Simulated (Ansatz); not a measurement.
CH$_{8}$NPSi$_{2}$, SMILES `[SiH3]CN1[SiH2]P1` at its PBE0-D4/def2-TZVP geometry, where that method's forces vanish. Total charge 0; spin multiplicity 1.

```xyz
13

Si   -1.3119   -0.8731   -1.2325
C     0.1688    0.2741   -1.0128
N     0.2186    0.7564    0.3445
Si    0.4308    0.1597    1.9286
P     1.3216    1.9535    1.0321
H    -1.2897   -1.4923   -2.5849
H    -1.2437   -1.9495   -0.2050
H    -2.5805   -0.1226   -1.0502
H     1.0910   -0.2519   -1.3042
H     0.0642    1.1194   -1.7041
H     1.2828   -1.0388    2.1305
H    -0.7386    0.1773    2.8359
H     2.5867    1.2878    0.8220
```

Question: What forces (eV/Å) does ωB97M-V/def2-TZVPP give on these atoms in the Gaussian-basis code of Ansatz? (Estimate.)

Answer: Ansatz gave: 
```
Si1 -0.085 -0.057 -0.029
C2  -0.008 -0.097 -0.328
N3   0.023  0.035  0.270
Si4 -0.056 -0.117  0.098
P5   0.112 -0.007 -0.007
H6  -0.003  0.069  0.155
H7  -0.003  0.116 -0.100
H8   0.144 -0.083 -0.017
H9  -0.058  0.049  0.030
H10  0.015 -0.065  0.048
H11 -0.102  0.138 -0.024
H12  0.149 -0.010 -0.099
H13 -0.127  0.028  0.005
```
